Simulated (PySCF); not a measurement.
## Correlation energy of O²⁺ (oxygen, charge +2)

[He] 2s2 2p2, high-spin 3P determinant. Calculation: PySCF 2.14, in x2c-QZVPPall (7s4p3d2f1g, 57 functions); scalar relativity by spin-free X2C-1e. Frozen: nothing; 6 electrons correlated.

```
  level  correlation energy (mhartree)
   CCSD                        -124.62
    (T)                          -1.69
CCSD(T)                        -126.31
```

Diagnostics: T1 = 0.0040, D1 = 0.0098, largest double amplitude 0.120.

Problem. Is a single reference adequate?

Solution. Mostly. T1 lies below 0.03, but a double amplitude of this size points to a near-degeneracy that CCSD handles and MP2 describes poorly.

This basis was not built for core-valence correlation, so the inner-shell part is incomplete.
